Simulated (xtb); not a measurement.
xtb was given this input:
```
$ xtb mol.xyz --gfn 0 --uhf 2 --alpb hexane --json

# file mol.xyz
8

C     -1.29370611    -0.45495980     0.07134256
C      0.08819231     0.33727888     0.11862454
O      0.99930282    -0.36540853     0.85431055
O      0.29821376     0.79544544    -1.06284776
H     -2.03228451     0.19607021    -0.38031375
H     -1.19809768    -1.37897758    -0.49959502
H     -1.51107589    -0.65825986     1.11601260
H      1.59440817    -0.89304257     0.29239111
```

Task: Estimate the total energy that xtb with GFN0-xTB with ALPB(hexane) returns for this input.

Result: -12.8527 Eh

Task: Estimate the partial charges in atom order that GFN0-xTB with ALPB(hexane) returns for this input.

Result: C1 -0.45, C2 0.63, O3 -0.60, O4 -0.54, H5 0.21, H6 0.20, H7 0.19, H8 0.36
